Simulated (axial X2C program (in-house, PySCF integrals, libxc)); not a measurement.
# Low determinants of CrAs at the PBE0 level, 2c

Computed with an axial X2C code built on PySCF integrals. Two-component (2c) means X2C with spin–orbit coupling and atomic mean-field two-electron Coulomb and Gaunt terms. Basis: As dyall-v3z [9s9p6d1f], Cr dyall-v3z [9s10p6d3f2g] (cores contracted in-house); Gaussian nuclei, density fitting, unrestricted open shells. Masses: As 74.922 u, Cr 51.941 u.

Search at 2.340 Å (vertical energies from the lowest determinant):

| ΔE (eV) | state | electrons beyond evenly filled partner blocks | electrons in ±ω = 1/2, 3/2, 5/2, 7/2 |
| --- | --- | --- | --- |
| 0.00 | Ω = 3/2 | ω = 1/2, ω = -3/2, ω = 5/2 | 39 15 3 0 |
| 0.86 | Ω = 7/2 | ω = -1/2, ω = 3/2, ω = 5/2 | 39 15 3 0 |
| 1.00 | Ω = 5/2 | ω = 5/2 | 40 14 3 0 |
| 1.12 | Ω = 9/2 | ω = 1/2, ω = 3/2, ω = 5/2 | 39 15 3 0 |
| 1.15 | Ω = 1/2 | ω = -1/2, ω = -3/2, ω = 5/2 | 39 15 3 0 |
| 1.27 | Ω = 5/2 | ω = 5/2 | 38 16 3 0 |
| 1.76 | Ω = 7/2 | 2 × ω = 1/2, ω = 5/2 | 38 16 3 0 |

Lowest determinant, Ω = 3/2 (⟨Sz⟩ = 1.50, ⟨Lz⟩ = 0.00 at PBE0): Re = 2.338 Å, ωe = 260.2 cm⁻¹.

The determinant in row 2 of the search, Ω = 7/2 (⟨Sz⟩ = 3.50, ⟨Lz⟩ = 0.00 at PBE0), was followed along the bond at PBE0; measured from the minimum of the lowest determinant it gives:

Te = 0.681 eV (5494 cm⁻¹), Re = 2.545 Å, ωe = 240.4 cm⁻¹.

Question: Compare the bond of the determinant in row 2 with that of the lowest one.

Answer: At PBE0 its Re is 0.207 Å longer and its force constant, which goes as ωe², is 0.85 times that of the lowest determinant. T0 ≈ Te + Δωe/2 = 5494 + (-10) = 5484 cm⁻¹.

The search compares states at one distance, so a state with another bond length can lie lower; it is not exhaustive and yields mostly the lowest determinant of each block pattern, so other components and higher states of one pattern are missing. These are energies of single determinants, not of spin-adapted states; PBE0 term energies can be off by some tenths of an eV, and the functional has no current term. The lowest determinant need not be the ground state where others lie within half an eV.
